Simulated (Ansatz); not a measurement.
`C#C[SiH](Cl)Cl` + `O[SiH2]S` → `O[SiH2]S[SiH](Cl)Cl` + acetylene  (ligand exchange at the Si–C bond)

Program: Ansatz. Geometries: PBE0-D4/def2-TZVP. ΔE: electronic, gas phase. CBS: MP2 limit from def2 TZ/QZ plus the TZ coupled-cluster correction, frozen cores. This one scheme is used for every species. One conformer a species, not always the lowest.

`C#C[SiH](Cl)Cl`:

Cartesian coordinates in Å:
```
C -1.149 -1.523 -0.638
C -0.482 -0.587 -0.273
Si 0.500 0.833 0.261
Cl 0.519 0.908 2.296
Cl 2.405 0.628 -0.432
H -1.736 -2.352 -0.960
H -0.057 2.094 -0.253
```

`O[SiH2]S`:

```xyz
7

O    -1.410   -0.357   -0.380
Si   -0.076    0.534   -0.029
S     1.700   -0.633    0.157
H    -1.351   -0.961   -1.122
H     0.269    1.495   -1.107
H    -0.411    1.222    1.235
H     1.277   -1.300    1.245
```

`O[SiH2]S[SiH](Cl)Cl`:

Cartesian coordinates in Å:
```
O -1.482 1.651 0.707
Si -0.450 0.561 1.350
S -0.631 -1.395 0.460
Si 0.746 -1.071 -1.096
Cl 0.269 0.619 -2.173
Cl 0.682 -2.679 -2.342
H -1.400 1.823 -0.234
H 0.968 0.972 1.193
H -0.832 0.401 2.766
H 2.130 -0.883 -0.630
```

`C#C`:

Cartesian coordinates in Å:
```
C -0.437 0.403 -0.067
C 0.437 -0.403 0.067
H -1.215 1.121 -0.186
H 1.215 -1.121 0.186
```

| species | CCSD(T)/CBS(def2) energy (Eh) |
| --- | --- |
| `C#C[SiH](Cl)Cl` | -1285.99086 |
| `O[SiH2]S` | -764.50758 |
| `O[SiH2]S[SiH](Cl)Cl` | -1973.28459 |
| `C#C` | -77.22717 |

Problem. Work out ΔE.

Solution. ΔE = (-1973.28459) + (-77.22717) − (-1285.99086) − (-764.50758) = -0.01332 Eh = -35.0 kJ/mol.

Largest T1 diagnostic among the species: 0.013.

In def2-TZVPP, CCSD(T) changes the Hartree–Fock value by −13.5 kJ/mol (the triples alone add −2.9 kJ/mol) and MP2 by −17.1 kJ/mol. The D4 term adds −13.7 kJ/mol with B3LYP and −7.5 kJ/mol with PBE0; it sums over pairs of atoms, weighted by their polarisabilities, and B3LYP, whose exchange is more repulsive, gets the larger term.

B3LYP here is the variant with VWN-RPA as its local correlation; programs differ in this.
